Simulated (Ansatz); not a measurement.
Process, species as SMILES: O[SiH](O)O [trihydroxysilane] -> [O-][SiH](O)O + H+
Each molecule is optimised on its own at B3LYP-D3(BJ)/def2-TZVP (Ansatz, a first-principles code), one conformer each, not searched for the lowest.

Quantity: gas-phase deprotonation energy (electronic energy difference), in eV. Valence correlation only, unless marked. No spin-orbit coupling. No relativistic terms. Anions need diffuse functions: aug- sets have them; def2-D sets add few; the other sets have none. CBS marks a two-point X^-3 extrapolation of the correlation energy; Hartree-Fock from the larger set.

| level | program | gas-phase deprotonation energy (eV) |
|---|---|---|
| BLYP/def2-TZVPD | Ansatz | 15.31 |
| revPBE-D3(BJ)/def2-TZVPD | Ansatz + dftd3 | 15.46 |
| PBE0-D4/def2-TZVP | Ansatz + dftd4 | … |
| PBE0/def2-TZVPD | Ansatz | … |
| BHLYP/def2-TZVPD | Ansatz | 15.73 |
| CAM-B3LYP-D4/def2-TZVPD | Ansatz + dftd4 | … |
| LC-wPBE-D4/def2-TZVPD | Ansatz + dftd4 | … |
| B2GP-PLYP-D3(BJ)/def2-TZVPD | Ansatz + dftd3 | 15.49 |
| CCSD/cc-pwCVTZ | Ansatz | 15.95 |
| CCSD(T)/CBS(aug-cc-pV(T+d)Z,aug-cc-pV(Q+d)Z) | Ansatz | 15.56 |

Q: Some entries are withheld; supply them.

A: 
- PBE0-D4/def2-TZVP, gas-phase deprotonation energy (eV): 15.70
- PBE0/def2-TZVPD, gas-phase deprotonation energy (eV): 15.59
- CAM-B3LYP-D4/def2-TZVPD, gas-phase deprotonation energy (eV): 15.48
- LC-wPBE-D4/def2-TZVPD, gas-phase deprotonation energy (eV): 15.61
